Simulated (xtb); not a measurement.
xtb input (GFN2-xTB):

```bash
xtb mol.xyz --gfn 2 --sp --chrg 1 --uhf 0
```
mol.xyz:
```
2

C     -0.00000000    -0.00000000    -1.22427249
Cl     0.00000000     0.00000000     0.43209617
```

End of the output:

```
         :::::::::::::::::::::::::::::::::::::::::::::::::::::
         ::                     SUMMARY                     ::
         :::::::::::::::::::::::::::::::::::::::::::::::::::::
         :: total energy              -5.950141580027 Eh    ::
         :: gradient norm              0.200344336996 Eh/a0 ::
         :: HOMO-LUMO gap              2.921142089063 eV    ::
         ::.................................................::
         :: SCC energy                -5.960063943366 Eh    ::
         :: -> isotropic ES            0.192920344222 Eh    ::
         :: -> anisotropic ES         -0.007532227709 Eh    ::
         :: -> anisotropic XC         -0.003362761939 Eh    ::
         :: -> dispersion             -0.000424330036 Eh    ::
         :: repulsion energy           0.009922363339 Eh    ::
         :: add. restraining           0.000000000000 Eh    ::
         :: total charge               1.000000000000 e     ::
         :::::::::::::::::::::::::::::::::::::::::::::::::::::

           -------------------------------------------------
          |                Property Printout                |
           -------------------------------------------------

    * Orbital Energies and Occupations

         #    Occupation            Energy/Eh            Energy/eV
      -------------------------------------------------------------
         1        2.0000           -1.3862176             -37.7209
         2        2.0000           -0.9789852             -26.6395
         3        2.0000           -0.8858099             -24.1041
         4        2.0000           -0.8858099             -24.1041
         5        2.0000           -0.8505204             -23.1438 (HOMO)
         6                         -0.7431704             -20.2227 (LUMO)
         7                         -0.7431704             -20.2227
         8                         -0.4855167             -13.2116
         9                         -0.3616127              -9.8400
        10                         -0.3616127              -9.8400
        11                         -0.3457822              -9.4092
        12                         -0.3457822              -9.4092
Note: The following floating-point exceptions are signalling: IEEE_UNDERFLOW_FLAG IEEE_DENORMAL
normal termination of xtb
        13                         -0.1432995              -3.8994
      -------------------------------------------------------------
                  HL-Gap            0.1073500 Eh            2.9211 eV
             Fermi-level           -0.7968454 Eh          -21.6833 eV

     #   Z          covCN         q      C6AA      α(0)
     1   6 C        0.893     0.235    29.103     9.020
     2  17 Cl       0.893     0.765    79.086    13.605

 Mol. C6AA /au·bohr⁶  :        203.970209
 Mol. C8AA /au·bohr⁸  :       7468.688124
 Mol. α(0) /au        :         22.624901

Wiberg/Mayer (AO) data.
largest (>0.10) Wiberg bond orders for each atom

 ---------------------------------------------------------------------------
     #   Z sym  total        # sym  WBO       # sym  WBO       # sym  WBO
 ---------------------------------------------------------------------------
     1   6 C    2.489 --     2 Cl   2.489
     2  17 Cl   2.489 --     1 C    2.489
 ---------------------------------------------------------------------------

Topologies differ in total number of bonds
Writing topology from bond orders to xtbtopo.mol

molecular dipole:
                 x           y           z       tot (Debye)
 q only:        0.000       0.000       0.082
   full:        0.000      -0.000       0.883       2.244
molecular quadrupole (traceless):
                xx          xy          yy          xz          yz          zz
 q only:       -0.883       0.000      -0.883       0.000       0.000       1.767
  q+dip:       -0.742       0.000      -0.742      -0.000      -0.000       1.485
   full:        0.115       0.000       0.115      -0.000      -0.000      -0.230

           -------------------------------------------------
          | TOTAL ENERGY               -5.950141580027 Eh   |
          | GRADIENT NORM               0.200344336996 Eh/α |
          | HOMO-LUMO GAP               2.921142089063 eV   |
           -------------------------------------------------

------------------------------------------------------------------------
------------------------------------------------------------------------
 total:
 SCF:
```

This state (charge 1, singlet) is run at the relaxed geometry of the species with charge 0 and multiplicity 2.
